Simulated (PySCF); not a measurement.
ClK, SMILES [Cl][K] (connectivity only; charge and spin as stated), charge +1, multiplicity 2.

Geometry: B3LYP-D3(BJ)/def2-TZVPD. The spin state was assumed, not searched.

Method: B3LYP-D3(BJ)/def2-TZVPD (PySCF).

Frequencies are harmonic and unscaled.

Computed vibrational spectrum:
```json
[
 {"mode": "1", "ν (cm⁻¹)": "79", "IR (km/mol)": "16.2", "moving atoms (share of kinetic energy)": "Cl 52 %, K 48 %"}
]
```
